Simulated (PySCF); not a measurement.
A run for PySCF: R-HF/STO-3G on NH3 (SMILES N).

```python
from pyscf import gto, scf, dft, mp
from pyscf.data.elements import chemcore

mol = gto.M(
    atom='''
    N    -0.12997870   -0.12656687   -0.16964625
    H    -0.35564715    0.83948725    0.03754899
    H    -0.91526728   -0.69402891    0.12766004
    H     0.66495904   -0.38287252    0.40425204
    ''',
    basis='sto-3g',
    charge=0, spin=0, verbose=3, max_memory=1800)
mf = scf.RHF(mol)
mf.conv_tol = 1e-8
mf.max_cycle = 100
mf.kernel()
if not mf.converged:
    mf = mf.newton().run(mf.mo_coeff, mf.mo_occ)
```

It printed:

```
converged SCF energy = -55.4539187951947
```

Self-consistency was reached.

Cost: around 0.04 core-seconds (rough).
